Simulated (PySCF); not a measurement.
H₃OSi, charge +1. Atoms are numbered in the order given.

```xyz
5

O      0.1051     1.0281     0.0000
Si    -0.0147    -0.5368     0.0000
H     -0.5805     1.7120     0.0000
H     -1.3261    -1.1930     0.0000
H      1.2722    -1.2285     0.0000
```
Charge +1, spin multiplicity 1.

Coordinates come from a B3LYP-D3(BJ)/def2-TZVP optimisation. The isomer is the one that the SMILES or the coordinates give; other isomers of the formula were not compared.

Calculation: B3LYP-D3(BJ)/def2-TZVP in PySCF.

Frequencies are harmonic and unscaled.

Computed normal modes with their intensities:
```json
[
 {"mode": "1", "ν (cm⁻¹)": "571", "IR (km/mol)": "173.6", "Raman (Å⁴/amu)": "0.3", "depolarisation": "0.75", "moving atoms (share of kinetic energy)": "H 88 %, O 11 %"},
 {"mode": "2", "ν (cm⁻¹)": "608", "IR (km/mol)": "103.6", "Raman (Å⁴/amu)": "2.8", "depolarisation": "0.71", "moving atoms (share of kinetic energy)": "H 95 %"},
 {"mode": "3", "ν (cm⁻¹)": "726", "IR (km/mol)": "22.5", "Raman (Å⁴/amu)": "0.2", "depolarisation": "0.75", "moving atoms (share of kinetic energy)": "H 88 %, Si 11 %"},
 {"mode": "4", "ν (cm⁻¹)": "735", "IR (km/mol)": "168.0", "Raman (Å⁴/amu)": "4.7", "depolarisation": "0.51", "moving atoms (share of kinetic energy)": "H 71 %, O 19 %, Si 9 %"},
 {"mode": "5", "ν (cm⁻¹)": "942", "IR (km/mol)": "23.5", "Raman (Å⁴/amu)": "8.1", "depolarisation": "0.75", "moving atoms (share of kinetic energy)": "H 95 %"},
 {"mode": "6", "ν (cm⁻¹)": "1089", "IR (km/mol)": "95.6", "Raman (Å⁴/amu)": "13.5", "depolarisation": "0.11", "moving atoms (share of kinetic energy)": "O 51 %, Si 38 %, H 12 %"},
 {"mode": "7", "ν (cm⁻¹)": "2300", "IR (km/mol)": "1.2", "Raman (Å⁴/amu)": "185.3", "depolarisation": "0.11", "moving atoms (share of kinetic energy)": "H 98 %"},
 {"mode": "8", "ν (cm⁻¹)": "2374", "IR (km/mol)": "0.1", "Raman (Å⁴/amu)": "36.5", "depolarisation": "0.55", "moving atoms (share of kinetic energy)": "H 95 %"},
 {"mode": "9", "ν (cm⁻¹)": "3776", "IR (km/mol)": "368.8", "Raman (Å⁴/amu)": "71.6", "depolarisation": "0.22", "moving atoms (share of kinetic energy)": "H 94 %"}
]
```
